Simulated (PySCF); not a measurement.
Ligand exchange on a metal centre used in film growth or etching (Ta F-NH2). Isolated molecules, 0 K electronic values unless said otherwise. One relaxed conformer stands for each flexible species; it need not be the lowest.

The LUMO from two functionals at the same geometries (PBE-D3(BJ)/def2-SVP), both in PySCF: PBE-D3(BJ)/def2-TZVP and TPSSh-D3(BJ)/def2-TZVP. 

```
species                                    PBE-D3(BJ)/def2-TZVP (eV)  TPSSh-D3(BJ)/def2-TZVP (eV)
-----------------------------------------  -------------------------  ---------------------------
0 of 5 F replaced by NH2 ([Ta(F)5])                            -3.53                        -3.18
2 of 5 F replaced by NH2 ([Ta(F)3(NH2)2])                      -2.44                        -2.04
3 of 5 F replaced by NH2 ([Ta(F)2(NH2)3])                      -2.32                        -1.90
4 of 5 F replaced by NH2 ([Ta(F)(NH2)4])                       -1.47                        -1.04
```

Over these rows, drawn at random from the members with no instability flagged (it was tested for open shells, ions and some series alone), PBE minus TPSSh-D3(BJ): mean -0.40 eV, from -0.42 eV to -0.36 eV.
